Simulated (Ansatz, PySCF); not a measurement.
The pair A = H2O (SMILES O) (first 3 atoms), B = H4OSi (SMILES O[SiH3]); geometry from B3LYP-D3(BJ)/def2-TZVP.
(charge 0, multiplicity 1):
```csv
atom,x (Å),y (Å),z (Å)
O,0.2554,-0.5303,0.3290
H,-0.4467,-0.9593,-0.1722
H,0.6992,0.0626,-0.2871
O,-0.6259,0.7156,2.6911
Si,-0.0297,0.2092,4.1340
H,-0.3138,0.2787,1.8804
H,-0.3294,-1.2230,4.3966
H,-0.6770,1.0359,5.1755
H,1.4441,0.3801,4.2266
```

Correlated levels freeze the cores. CBS(a, b) extrapolates the correlation energy as X⁻³ and adds the Hartree–Fock energy of set b. MP2 and its Hartree–Fock in aug-cc-pV(T+d)Z are density fitted.

Codes used: Ansatz (a first-principles code); PySCF for the dispersion terms. Values without a source in brackets are computed.

The monomers are drawn apart, rigid, along the line of their centres of mass. Counterpoise-corrected interaction energies (kcal/mol):

```tsv
level	R = 4.252 Å	R = 4.988 Å
PBE/def2-TZVPPD	-3.7810	-1.8308
PBE-D3(BJ)/def2-TZVPPD	-4.1134	-1.9859
wB97M-V/def2-TZVPPD	-3.9217	-1.9255
MP2/CBS(aug-cc-pV(D+d)Z, aug-cc-pV(T+d)Z) + ΔCCSD(T)/aug-cc-pV(D+d)Z	-3.9113	-1.9098
```

**Question.** R is the distance of the centres of mass. Find the local exponent m of E ∝ R⁻ᵐ between the two points.

**Answer.** 
m = ln(E₁/E₂)/ln(R₂/R₁): PBE/def2-TZVPPD 4.5; PBE-D3(BJ)/def2-TZVPPD 4.6; wB97M-V/def2-TZVPPD 4.5; MP2/CBS(aug-cc-pV(D+d)Z, aug-cc-pV(T+d)Z) + ΔCCSD(T)/aug-cc-pV(D+d)Z 4.5. For scale, two fixed dipoles give m = 3, dipole and quadrupole 4, quadrupoles 5, and dispersion or dipole-induced dipole 6 at long range; at these distances several terms mix, and what is left of overlap and damping shifts m, so it need not match one of them.
